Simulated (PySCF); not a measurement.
**Working with the constants of SeF**

PBE0 constants of SeF, ²Π (doublet), unpaired electrons π ↑ (PySCF, no relativity, basis sets Se def2-SVPD, F def2-SVPD; masses 79.9165 and 18.9984 u):

- ωe: 690.7 cm⁻¹
- ωexe: 2.83 cm⁻¹
- Be: 0.3537 cm⁻¹
- αe: 0.00216 cm⁻¹
- D (centrifugal): 3.71e-07 cm⁻¹
- De to Se + F: 3.36 eV

Problem. Give the vibrational terms G(v) and spacings up to v = 6.

Solution. G(v) = ωe(v+½) − ωexe(v+½)².

```tsv
v	G(v) (cm⁻¹)	G(v) − G(v−1)	Bv (cm⁻¹)
0	345		0.3526
1	1030	685	0.3505
2	1709	679	0.3483
3	2383	674	0.3461
4	3051	668	0.3440
5	3713	662	0.3418
6	4370	657	0.3397
```

Problem. How well does the Morse estimate ωe²/(4ωexe) reproduce De, and what is D0?

Solution. It gives 5.23 eV, 156 % of the computed De. D0 = De − G(0) = 3.36 − 0.04 = 3.32 eV.

Spin–orbit coupling is left out. The state was picked by a PBE0 search and need not be the measured ground state.
